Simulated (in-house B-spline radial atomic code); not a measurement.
## Removing one electron from the palladium ion Pd³⁶⁺

Closed shell [He] 2s2 2p6. Computed with an all-electron radial atomic-structure program (B-spline basis): Koopmans values of Dirac-Hartree-Fock plus a diagonal self-energy, in second order or with its direct term screened (direct RPA, with the hole-particle interaction, or full time-dependent Hartree-Fock), linearised in energy; no-pair Dirac-Coulomb Hamiltonian, finite nucleus. Shifts add to the Koopmans value (the ΔSCF shift is orbital relaxation alone); the final value takes TDHF screening with Breit and QED.

Command:
```bash
python run_mb.py task.json out
```
Settings (nuclear radius in fm, box in bohr, cutoff in hartree):
```
basis_form          2
Z                   46
core_configuration  [He] 2s2 2p6
rms_radius          4.5318
mass_number         106
speed_of_light      137.036
box_radius          3.164
lmax                7
intervals           58
virtual_cutoff      8464.0
```

Cost of the run: 4.9 s on 1 thread of Arm Neoverse N1 (shared host).

Energies in eV:

```csv
subshell,Koopmans,ΔSCF shift,second order,direct RPA,hole-particle,TDHF,Breit + QED,final
2p3/2,5285.67,-3.050,?,?,?,?,?,?
2p1/2,5452.78,-3.422,-1.877,-1.516,-1.722,-1.754,-7.561,5443.47
2s1/2,5700.60,-2.227,-2.961,-2.529,-2.780,-2.816,-7.784,5690.00
```

Q: What does the self-energy do to 2p3/2?

A: It shifts the removal energy by -1.550 eV in second order, -1.240 with direct RPA, -1.420 with the hole-particle term and -1.447 with TDHF screening (quasi-particle weight 0.999); Breit and QED add -5.245 eV. The final value is 5278.98 eV, against 5284 ± 3 eV (NIST, semi-empirical).
